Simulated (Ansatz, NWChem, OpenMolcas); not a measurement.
How basis sets differ on KI (Potassium Iodide)

KI has 2 atoms, charge 0, and is taken as a singlet. SMILES: `[K][I]`. Geometry: the measured bond length.

```xyz
2

K     0.0000    0.0000    0.0000
I     0.0000    0.0000    3.0478
```

Quantity: the vertical ionisation energy (to the doublet cation), in eV. The values are calculated.

| level | kind | program | value (eV) | CPU time (all runs) |
| --- | --- | --- | --- | --- |
| PBE0/def2-QZVPP (core potential) | global hybrid | NWChem | 7.75 | 2.8 min |
| PBE0/def2-SVP (core potential) | global hybrid | NWChem | 7.71 | 11 s |
| PBE0/def2-TZVPP (core potential) | global hybrid | NWChem | 7.73 | 26 s |
| PBE0/STO-3G | global hybrid | Ansatz | 5.33 | 8.9 s |
| PBE0/def2-TZVP (core potential) | global hybrid | NWChem | 7.73 | 27 s |
| PBE0/def2-TZVPPD (core potential) | global hybrid | OpenMolcas | 7.74 | 42 s |
| PBE0/def2-QZVP (core potential) | global hybrid | NWChem | 7.75 | 2.2 min |

All-electron rows without a relativistic Hamiltonian named are non-relativistic, while core potentials hold scalar relativity, so basis and relativity change together. Spin-orbit coupling, which can split open shells on such heavy atoms by tenths of an eV, is left out. The values span 5.33 to 7.75 eV. Minimal STO sets describe s-block atoms so badly that they can place the ion below the atom. Without the sets that lack polarisation functions the rows with a basis span only 7.71 to 7.75 eV. CPU times are rough (shared hosts, several kinds of processor and program).
